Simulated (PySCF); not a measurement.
Quadrupolar nuclei of `C/C(=C/C(F)F)CC=O` in NMR

Compound: C6H8F2O.
Structure used (GFN2-xTB), in Å, numbered top down from 1:
```
atom  x, y, z in Å
C1    -0.602    1.797    1.060
C2    -0.056    0.542    0.457
C3     1.094    0.535   -0.208
C4     1.737   -0.646   -0.868
F5     3.076   -0.446   -0.977
F6     1.599   -1.797   -0.153
C7    -0.916   -0.680    0.628
C8    -1.385   -1.272   -0.673
O9    -1.084   -0.895   -1.769
H10   -1.572    2.025    0.620
H11   -0.744    1.666    2.132
H12    0.063    2.640    0.895
H13    1.670    1.441   -0.325
H14    1.348   -0.842   -1.882
H15   -0.371   -1.472    1.149
H16   -1.798   -0.451    1.231
H17   -2.066   -2.134   -0.529
```

Computed at PBE0/pcSseg-1 (PySCF, non-relativistic):

| atom | environment | nucleus | spin I | Q (b) | CQ = χzz (MHz) | η |
| --- | --- | --- | --- | --- | --- | --- |
| O9 | aldehyde oxygen | 17O | 5/2 | -0.0256 | 12.228 | 0.565 |

Which field gradients stand behind these couplings (CQ in MHz = 234.96 × Q in b × Vzz in au)?

Vxx = −Vzz(1 − η)/2 and Vyy = −Vzz(1 + η)/2, in au:

```
atom  Vxx (au)  Vyy (au)  Vzz (au)  Vzz (10²¹ V/m²)
  O9     0.442     1.591    -2.033           -19.75
```

PQ = |CQ|√(1 + η²/3), νQ = 3|CQ|/[2I(2I − 1)], ν0 = |g|·7.62259 MHz/T·B with g(17O) = −0.75752: values at 18.8 T?

| atom | PQ (MHz) | νQ (MHz) | ν0 (MHz) | νQ/ν0 |
| --- | --- | --- | --- | --- |
| O9 | 12.86 | 1.834 | 108.56 | 0.017 |

For O9: PQ = 12.23 × 1.0519, νQ = 12.23 × 0.1500, ν0 = 5.7742 MHz/T × 18.8 T.

Second-order quadrupolar shift of the central transition's centre of gravity (half-integer spins, νQ < ν0/10) at 18.8 and 23.5 T.

δ = −(3/40)(PQ/ν0)² [I(I + 1) − 3/4]/[I²(2I − 1)²], in ppm:

```
     site  18.8 T  23.5 T
17O at O9   -84.2   -53.9
```

Solvent, lattice and vibrations would change these gradients. One conformer (not necessarily the lowest) at the GFN2-xTB geometry, without solvent, vibrations or thermal averaging. GFN2-xTB bond lengths can be off by several hundredths of an ångström, more for odd bonds, and the gradients follow them. These gradients aren't converged with respect to the basis.
